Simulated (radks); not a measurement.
Tm I, configuration [Xe] 4f13 6s2 (the NIST ground configuration).

Calculated with a radial shooting solver on a logarithmic mesh with Libxc functionals: scalar-relativistic Kohn-Sham, PBE, spin-polarised, spherical densities, point nucleus; open shells are filled with parallel spins first (spin-orbit coupling, left out, can overturn this in heavy ions).

Energy parts (eV):
part                      energy
total                 -369189.84
kinetic                401341.98
electron-nucleus      -907482.54
Hartree                144709.86
exchange-correlation    -7759.14

Orbitals (lengths in bohr, moments of r in powers of bohr; r(max) is where P^2 peaks):
orbital	occ.	eigenvalue (eV)	r(max)	<r>	<1/r>
1s up	1	-59291.85	0.01261	0.02001	79.11
1s down	1	-59291.85	0.01261	0.02001	79.11
2s up	1	-10003.34	0.07188	0.08487	18.43
2s down	1	-10003.33	0.07188	0.08487	18.43
2p up	3	-8831.440	0.05854	0.07541	16.97
2p down	3	-8831.432	0.05854	0.07541	16.97
3s up	1	-2248.407	0.2032	0.2210	6.802
3s down	1	-2247.966	0.2032	0.2209	6.803
3p up	3	-1893.610	0.2002	0.2203	6.342
3p down	3	-1893.168	0.2002	0.2203	6.343
3d up	5	-1455.867	0.1633	0.1999	6.009
3d down	5	-1455.531	0.1633	0.1998	6.010
4s up	1	-443.3092	0.4643	0.4978	2.873
4s down	1	-442.3965	0.4643	0.4978	2.873
4p up	3	-326.7461	0.4856	0.5284	2.625
4p down	3	-325.8492	0.4856	0.5285	2.624
4d up	5	-172.0379	0.5011	0.5715	2.319
4d down	5	-171.1570	0.5011	0.5717	2.318
5s up	1	-53.5863	1.091	1.229	1.078
5s down	1	-53.1653	1.092	1.232	1.076
5p up	3	-27.0499	1.253	1.471	0.8873
5p down	3	-26.7558	1.256	1.476	0.8840
6s up	1	-3.8876	3.321	3.964	0.3159
6s down	1	-3.8644	3.334	3.978	0.3147
4f up	7	-3.4684	0.4957	0.8060	1.691
4f down	6	-2.7032	0.4961	0.8175	1.680

The highest occupied level is 4f down at -2.703 eV. Summed over all electrons, <r^2> = 73.72 bohr^2, which gives a Langevin (diamagnetic) susceptibility term of -58.4 x 10^-6 cm^3/mol. Spin moment in Bohr magnetons: 1. The density falls to 0.001 e/bohr^3 at r = 5.07 bohr.

Empty levels of this run are not shown, since the potential may be unsettled where no density lies.
